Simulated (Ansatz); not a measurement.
Consider the substitution at a C–Si bond: `O[SiH](O)C#[C][GeH3]` + H–F → `FC#[C][GeH3]` + `O[SiH2]O`.

Isolated molecules relaxed with PBE0-D4/def2-TZVP in Ansatz; ΔE leaves out vibrations. CCSD(T)/CBS adds triple-zeta CCSD(T) − MP2 to the extrapolated MP2 energy (def2 sets, frozen cores). This one scheme is used for every species. For Ge outer-core shells are correlated without core-valence functions, which leaves a few kJ/mol of doubt a bond. Scalar relativity is left out up to krypton. Each species was taken in one conformer, which may not be the lowest.

`O[SiH](O)C#[C][GeH3]`:

Cartesian coordinates in Å:
```
O -1.881 -0.783 -2.045
Si -0.741 0.380 -1.864
O 0.443 0.216 -2.973
C -0.091 0.240 -0.156
C 0.323 0.144 0.981
Ge 0.985 0.015 2.761
H -2.136 -1.267 -1.259
H -1.300 1.722 -2.102
H 0.936 -0.606 -2.989
H 1.588 1.367 3.154
H -0.181 -0.344 3.689
H 2.055 -1.083 2.802
```

H–F:

```xyz
2

F     0.318   -0.324    0.073
H    -0.318    0.324   -0.073
```

`FC#[C][GeH3]`:

```xyz
7

F    -0.762    3.024    0.875
C    -0.463    1.840    0.532
C    -0.180    0.717    0.208
Ge    0.265   -1.051   -0.304
H    -0.326   -2.024    0.724
H    -0.326   -1.324   -1.693
H     1.792   -1.183   -0.342
```

`O[SiH2]O`:

Z-matrix (Å, degrees):
```
Si
O 1 1.642
O 1 1.642 2 113.5
H 1 1.481 2 111.5 3 116.9
H 1 1.481 2 103.8 3 -121.2
H 2 0.958 1 117.7 3 -66.0
H 3 0.958 1 117.7 2 -66.0
```

```csv
species,CCSD(T)/CBS(def2) energy (Eh)
`O[SiH](O)C#[C][GeH3]`,-2595.30997
H–F,-100.39570
`FC#[C][GeH3]`,-2253.70460
`O[SiH2]O`,-441.92975
```

Question: Work out ΔE.

Answer: ΔE = (-2253.70460) + (-441.92975) − (-2595.30997) − (-100.39570) = 0.07132 Eh = +187.3 kJ/mol.

Largest T1 diagnostic among the species: 0.013.

The D4 term adds +9.5 kJ/mol with B3LYP and +5.5 kJ/mol with PBE0; it sums over pairs of atoms, weighted by their polarisabilities, and B3LYP, whose exchange is more repulsive, gets the larger term. In def2-TZVPP, CCSD(T) changes the Hartree–Fock value by +15.8 kJ/mol (the triples alone add +2.2 kJ/mol) and MP2 by +26.7 kJ/mol. From PBE to PBE0 (25 % exact exchange), in def2-TZVPP and without D4, ΔE moves by +7.0 kJ/mol.

B3LYP here is the variant with VWN-RPA as its local correlation; programs differ in this.
